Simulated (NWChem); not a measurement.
BiH2F; SMILES [F][BiH2]

Results from NWChem. Coordinates come from a PBE-D3(BJ)/def2-SVP optimisation. def2 effective core potentials on Bi; no spin-orbit coupling. Vertical excitations in the gas phase; the lowest state need not have the same character in each row.

```csv
level,"lowest excitation, singlet (eV)",oscillator strength of that lowest state,"lowest state with f > 0.02, singlet (eV)",oscillator strength of that bright state,orbital gap (eV)
"PBE/def2-SVPD, full TDDFT",4.59,0.010,6.07,0.077,4.28
"B3LYP/def2-SVPD, full TDDFT",4.79,0.012,6.39,0.122,5.81
"CAM-B3LYP/def2-SVPD, full TDDFT",4.86,0.013,6.56,0.141,8.46
"LDA (Slater exchange, VWN5)/def2-SVPD, full TDDFT",4.50,0.008,6.07,0.076,4.16
```
